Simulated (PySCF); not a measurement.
Geometries of 2 isomers of C5H7GeN, from PySCF 2.14.0, PBE0-D3(BJ)/def2-SVP geometry optimisation, gas phase. One conformer each, no zero-point energy, no frequencies.

Task: Which isomer lies lower at this level?
A.
```xyz
14
angstrom
Ge     1.984    0.448   -0.565
C      0.053    0.385   -0.247
C     -0.601   -0.743    0.261
C     -1.981   -0.695    0.450
C     -2.658    0.476    0.126
C     -1.919    1.550   -0.374
N     -0.603    1.510   -0.556
H      2.610    1.576    0.272
H      2.250    0.717   -2.055
H      2.614   -0.901   -0.163
H     -0.036   -1.646    0.505
H     -2.519   -1.561    0.844
H     -3.739    0.562    0.255
H     -2.419    2.488   -0.640
```
B.
```xyz
14
angstrom
N      2.951    1.269    0.944
C      2.082    0.924    0.259
C      0.975    0.484   -0.570
C      0.742   -1.011   -0.493
C     -0.405   -1.487    0.007
C     -1.478   -0.565    0.509
Ge    -0.788    1.214    0.037
H      1.178    0.803   -1.606
H      1.535   -1.683   -0.840
H     -0.565   -2.570    0.063
H     -2.454   -0.774    0.043
H     -1.619   -0.672    1.598
H     -0.646    2.204    1.199
H     -1.528    1.858   -1.148
```

Result: A. That is `[GeH3][c]1ncccc1`, 15.3 kcal/mol below the other.

```csv
SMILES,atoms numbered as above,E (Eh),relative (kcal/mol),relative (kJ/mol),dipole (D)
[GeH3][c]1ccccn1,[GeH3:1][c:2]1[cH:3][cH:4][cH:5][cH:6][n:7]1,-2325.49468,0.0,0.0,2.37
N#C[C@H]1C=C[CH2][GeH2]1,[N:1]#[C:2][C@H:3]1[CH:4]=[CH:5][CH2:6][GeH2:7]1,-2325.47034,15.3,63.9,4.45
```

As drawn, the lower has an aromatic ring, which the higher lacks; the higher has a C≡N group and a C=C bond outside aromatic rings, which the lower lacks.
